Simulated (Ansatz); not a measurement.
Harmonic frequencies (cm⁻¹) at PBE0-D4/def2-TZVP from Ansatz: 58, 71, 310, 394, 515, 515, 554, 679, 745, 808, 939, 1920, 1934, 2208, 2218.

(1) Which molecule is it?
A. `[SiH3][AlH][Cl]`
B. `N=C(N)S`
C. `[AlH2][SiH2]Cl`
D. `ClBB[SeH]`

## Answers

(1) C.
